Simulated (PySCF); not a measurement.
**Ionisation energy of Zn⁺ by level of theory**

Zn⁺ [Ar] 3d10 4s1 (2S) → Zn²⁺ [Ar] 3d10 (1S), as a difference of total energies. All numbers are calculated (PySCF 2.14, scalar relativity through the core potential, in aug-cc-pVTZ-PP with ECP10MDF). Correlated levels: valence: 3s2 3p6 frozen. The calculations carry no spin-orbit coupling.

Order these methods by the ionisation energy they give, lowest first.
A. MP2 (valence)
B. PBE0
C. r2SCAN
D. CAM-B3LYP

A (17.876 eV), B (18.287 eV), C (18.553 eV), D (18.597 eV).

Errors of the correlated levels include the incompleteness of this basis and the frozen core.

For comparison: 17.964 eV (measured; NIST Atomic Spectra Database, ionization energies).
